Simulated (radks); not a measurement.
All-electron atom: Pd3+ in [Kr] 4d7 (the NIST ground configuration).

All-electron calculation, scalar-relativistic Kohn-Sham, PBEsol, spin-polarised, spherical densities, finite nucleus; open shells are filled with parallel spins first (spin-orbit coupling, left out, can overturn this in heavy ions); Fermi nuclear charge, rms radius 4.5318 fm. Program: a radial shooting solver on a logarithmic mesh with Libxc functionals.

Energy parts (eV):
part                       energy
total                 -137173.634
kinetic                142272.017
electron-nucleus      -329795.163
Hartree                 54162.926
exchange-correlation    -3813.414

Orbitals (lengths in bohr, moments of r in powers of bohr; <r^-3> diverges for s and p1/2; r(90%) holds 90 % of the orbital's charge):
\begin{tabular}{lrrrrr}
orbital & occ. & eigenvalue (eV) & r(90%) & <r^2> & <r^-3> \\ \hline
1s up & 1 & -24192.92 & 0.0572 & 0.001372 & - \\
1s down & 1 & -24192.92 & 0.0572 & 0.001372 & - \\
2s up & 1 & -3568.435 & 0.214 & 0.02258 & - \\
2s down & 1 & -3567.865 & 0.214 & 0.02258 & - \\
2p up & 3 & -3204.248 & 0.196 & 0.01778 & 3501 \\
2p down & 3 & -3203.812 & 0.196 & 0.01778 & 3502 \\
3s up & 1 & -677.2072 & 0.559 & 0.1649 & - \\
3s down & 1 & -676.8852 & 0.559 & 0.1648 & - \\
3p up & 3 & -557.5515 & 0.571 & 0.1668 & 618.0 \\
3p down & 3 & -557.1891 & 0.570 & 0.1667 & 617.8 \\
3d up & 5 & -367.4080 & 0.567 & 0.1527 & 84.15 \\
3d down & 5 & -366.8728 & 0.567 & 0.1526 & 84.14 \\
4s up & 1 & -126.9681 & 1.36 & 0.9970 & - \\
4s down & 1 & -124.6482 & 1.36 & 0.9938 & - \\
4p up & 3 & -92.4105 & 1.51 & 1.198 & 102.4 \\
4p down & 3 & -90.0076 & 1.51 & 1.197 & 103.1 \\
4d up & 5 & -42.6542 & 2.01 & 1.991 & 8.957 \\
4d down & 2 & -40.2747 & 2.04 & 2.031 & 8.905 \\
5s up & 0 & -30.9964 & 3.39 & 6.261 & - \\
5s down & 0 & -29.7195 & 3.46 & 6.510 & - \\
5p up & 0 & -23.3967 & 3.98 & 8.533 & 13.82 \\
5p down & 0 & -22.4504 & 4.07 & 8.925 & 12.78 \\
\end{tabular}

The highest occupied level is 4d down at -40.275 eV. For comparison, the ionisation energy in NIST's Atomic Spectra Database is 46 eV (theoretical). In exact Kohn-Sham theory the highest level is minus the ionisation energy, but local and semilocal functionals leave it too shallow, through self-interaction and a potential that decays too fast; potentials with the right tail come closer. The density falls to 0.001 e/bohr^3 at r = 3.12 bohr. Summed over all electrons, <r^2> = 26.20 bohr^2, which gives a Langevin (diamagnetic) susceptibility term of -20.8 x 10^-6 cm^3/mol.
